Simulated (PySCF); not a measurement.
C6H11NO.
Numbering: `[CH3:1][N:2]([CH3:3])[C:4](=[O:5])[CH:6]1[CH2:7][CH2:8]1`

Structure used (GFN2-xTB), in Å, numbered top down from 1:
```xyz
19
C6H11NO angstrom
C      2.222   -1.198   -0.352
N      1.115   -0.273   -0.278
C      1.206    0.897   -1.116
C      0.101   -0.518    0.592
O      0.042   -1.550    1.236
C     -0.949    0.547    0.691
C     -2.131    0.265    1.572
C     -2.299    0.246    0.090
H      2.021   -2.015    0.338
H      3.153   -0.700   -0.069
H      2.323   -1.596   -1.364
H      1.665    1.739   -0.586
H      1.825    0.659   -1.980
H      0.222    1.195   -1.474
H     -0.589    1.566    0.639
H     -2.126   -0.681    2.091
H     -2.554    1.085    2.133
H     -2.424   -0.712   -0.393
H     -2.834    1.053   -0.389
```

NICS = −σ at a ghost point: NICS(0) at the centroid of the ring atoms, NICS(1) 1 Å to either side along the normal of their mean plane, zz for the tensor component along that normal. Level: GIAO PBE0/pcSseg-1 (PySCF, non-relativistic, gas phase) on the GFN2-xTB geometry, one conformer.

Ring bond lengths (Å), with Mayer bond orders in brackets: C6–C7 1.501 (0.97), C7–C8 1.491 (1.00), C8–C6 1.509 (0.93).

Q: Give the NICS values of each ring in ppm.

A: 
```csv
ring,type,NICS(0),"NICS(1), two faces","NICS(1)zz, two faces",rms pucker (Å),"centre to ring atoms, mean (Å)"
C6–C7–C8,3-membered carbocycle; formal bonds all single,-44.4,-8.6 / -8.8,-23.7 / -22.0,0.00,0.87
```

Q: What do they say, and how far can they be read as aromaticity?

A: 
- C6–C7–C8: mean NICS(1)zz -22.8 ppm, shielded. C6, C7, C8 have four or more neighbours; no verdict on aromaticity is drawn. NICS(0) lies 36 ppm below the mean NICS(1).

Q: What field does 11.7 T along the ring normal induce along that normal at the first NICS(1) probe listed for ring C6–C7–C8, 1 Å off the ring?

A: NICSzz × B0 = -23.7 ppm × 11.7 T = -277 μT, against the applied field.

Q: List the ring angles and the Hirshfeld charges of the ring atoms.

A: 
- C6–C7–C8: C6 59.4° (-0.054 e), C7 60.5° (-0.086 e), C8 60.0° (-0.083 e); sum 180.0° against 180° for a flat convex ring.

Q: How shielded are the nuclei of the rings and their hydrogens (means over atoms taken as equivalent)?

A: 
| atoms | environment | σ isotropic (ppm) |
| --- | --- | --- |
| C6 | sp3 carbon next to a carbonyl | 171.8 |
| C7 (×2) | three-membered-ring carbon | 179.2 |
| H15 | methine hydrogen | 30.41 |
| H16 (×2) | methylene hydrogen | 30.75 |
| H17 (×2) | methylene hydrogen | 31.06 |

Rough CPU time on one thread of a shared machine: about 80 s. This is the whole shielding run at PBE0/pcSseg-1, SCF included.
